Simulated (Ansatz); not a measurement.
`C[O][Ga]([SH])[Cl]`, charge 0, multiplicity 1.

(1) Give a relaxed structure at PBE0-D4/def2-TZVP (the Gaussian-basis code of Ansatz). (Estimate.)

Answers

(1) Computed: 
Cartesian coordinates in Å:
```
C 0.2827 -1.5569 0.2842
O -0.2522 -0.4587 -0.4203
Ga -0.0356 1.2273 0.0603
S -0.9211 2.8103 -1.1380
Cl 1.0958 1.6606 1.8167
H -0.5291 -2.2294 0.5779
H 0.9691 -2.1086 -0.3657
H 0.8283 -1.2633 1.1878
H -1.4380 1.9187 -2.0029
```
Point group Cs.
This is one stationary point; other conformers may exist.
